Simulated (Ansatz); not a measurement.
The first iterations of a band of ClGeH₃ (5 atoms, charge 0, multiplicity 1).

Level of theory: Ansatz 0.2.0, RKS revPBE-D4/def2-SVP.

```yaml
movable_images: 4
climbing_image: no
spring: 5.0 eV/Å²
optimiser: quadratic models (default)
start_path: through a guess of the saddle point
force_threshold: 0.03 eV/Å
iteration_limit: 60
end_points: relaxed
```

Image 0:

```xyz
5
Properties=species:S:1:pos:R:3
Ge 0.268 0.019 0.189
H 0.241 -0.037 1.737
H 1.718 -0.037 -0.352
H -0.487 1.262 -0.344
Cl -0.779 -1.754 -0.551
```

Image 5:

```xyz
5
Properties=species:S:1:pos:R:3
Ge 0.125 0.093 -0.969
H 1.026 0.200 1.315
H 1.622 -0.091 0.909
H -0.758 1.016 0.036
Cl -1.054 -1.765 -0.612
```

| iteration | highest image above the first end (eV) | largest band force component (eV/Å) |
| --- | --- | --- |
| 1 | 3.855 | 4.187 |
| 2 | 2.713 | 1.594 |

Task: Does the band converge within its limit, and where does its top end?

Result: It converged. It ended after 7 iterations with the highest image 2.117 eV above the first end. Neighbouring images differ by up to 1.3 eV, so the band resolves the path poorly. No image climbed, so the highest image needn't sit at the top of the path. The orbitals stay closed-shell, which can raise the energy where a bond breaks towards radicals; this wasn't checked here.

Run time: 40 s on 1 thread of Arm Neoverse V1 (shared host), peak memory 0.11 GiB.
